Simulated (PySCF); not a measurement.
C4H6OSi, SMILES c1ccc([SiH3])o1. Heavy atoms are numbered as in [SiH3:1][c:2]1[cH:3][cH:4][cH:5][o:6]1. Hydrogens are named by the atom that carries them.

Coordinates come from a ωB97X-D3(BJ)/def2-SVP optimisation.

Method: PBE0/pcSseg-1 run with PySCF.

GIAO shieldings, no solvent; atoms alike by connectivity are averaged. δ = σ(ref) − σ: ²⁹Si against TMS (σ = 352.7 ppm); ¹³C against TMS (σ = 186.3 ppm); ¹⁷O against H2O (σ = 334.2 ppm); ¹H against TMS (σ = 31.56 ppm), references at their B3LYP-D3(BJ)/def2-TZVP geometries, non-relativistic.

Computed chemical shifts:
| nucleus | atoms | count | δ (ppm) |
|---|---|---|---|
| ²⁹Si | Si1 (SiH3) | 1 | -81.4 |
| ¹³C | C5 (CH) | 1 | 156.1 |
| ¹³C | C2 | 1 | 154.0 |
| ¹³C | C3 (CH) | 1 | 133.4 |
| ¹³C | C4 (CH) | 1 | 118.1 |
| ¹⁷O | O6 | 1 | 326.0 |
| ¹H | H on C5 | 1 | 8.08 |
| ¹H | H on C3 | 1 | 7.35 |
| ¹H | H on C4 | 1 | 6.87 |
| ¹H | H on Si1 | 3 | 4.70 |
